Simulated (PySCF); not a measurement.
## Cu⁺ (copper, charge +1) across methods

[Ar] 3d10, closed-shell 1S. Computed with PySCF 2.14 in x2c-TZVPPall, with scalar relativity by spin-free X2C-1e.

```
   method  E (hartree)  mean ε 3s (eV)  mean ε 3p (eV)  mean ε 3d (eV)  Σ⟨r²⟩ (bohr²)   ⟨S²⟩
      PBE    -1654.219         -123.30         -80.806         -13.676          19.91  0.000
      M06    -1654.447         -131.29         -86.633         -16.097          19.43  0.000
      LDA    -1651.579         -122.82         -80.765         -14.047          19.88  0.000
   r2SCAN    -1654.422         -127.03         -83.005         -13.667          19.61  0.000
BHandHLYP    -1654.401         -136.51         -90.961         -18.185          19.22  0.000
    wB97X    -1654.511         -131.26         -87.706         -18.465          19.55  0.000
      UHF  -1652.89021         -148.97         -100.30         -21.881          18.66  0.000
     PBE0    -1654.214         -129.91         -85.857         -15.858          19.46  0.000
```

(1) Estimate the same row for M06-L.

Answers

(1) E (hartree) = -1654.378; mean ε 3s (eV) = -128.00; mean ε 3p (eV) = -83.285; mean ε 3d (eV) = -13.361; Σ⟨r²⟩ (bohr²) = 19.44; ⟨S²⟩ = 0.000.
